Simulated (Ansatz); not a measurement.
Start from `[Br][SnH]([Br])[Br]` and change one element to get `Br[SiH](Br)Br`.

Ansatz, PBE0-D4/def2-TZVP geometries, multiplicity 1. 

Elements past krypton have def2 core potentials. Scalar relativity is left out up to krypton.

```csv
property,`[Br][SnH]([Br])[Br]`
LUMO energy (PBE/def2-TZVPP) / eV,-3.44
HOMO energy (B3LYP/def2-TZVPP) / eV,-8.40
size of the dipole moment (ωB97M-V/def2-TZVPP) / D,1.63
HOMO energy (PBE0/def2-TZVPP) / eV,-8.68
"ideal-gas entropy at 298 K and 1 bar (rigid rotor, harmonic PBE0-D4/def2-TZVP) / J/(mol·K)",380
zero-point energy (PBE0-D4/def2-TZVP) / kJ/mol,24.6
```

(1) Give the same properties after the change, and the shifts. (Best estimate.)

Answers

(1) Ansatz gave: 
```
                                                                                  property  `Br[SiH](Br)Br`  shift
                                                         LUMO energy (PBE/def2-TZVPP) / eV            -1.95   1.49
                                                       HOMO energy (B3LYP/def2-TZVPP) / eV            -8.30   0.10
                                        size of the dipole moment (ωB97M-V/def2-TZVPP) / D             0.66  -0.97
                                                        HOMO energy (PBE0/def2-TZVPP) / eV            -8.59   0.09
ideal-gas entropy at 298 K and 1 bar (rigid rotor, harmonic PBE0-D4/def2-TZVP) / J/(mol·K)              350    -30
                                            zero-point energy (PBE0-D4/def2-TZVP) / kJ/mol             33.1    8.5
```

With PBE0 the HOMO rises by 0.09 eV and the LUMO rises by 1.54 eV, so the gap widens by about 1.45 eV. PBE moves the HOMO by 0.08 eV and ωB97M-V by 0.13 eV. Dipoles are sizes alone; their direction can turn.

B3LYP here is the variant with VWN-RPA as its local correlation; programs differ in this.

Spin–orbit coupling is left out; it splits and shifts lone-pair levels of the heavy atoms by tenths of an eV.
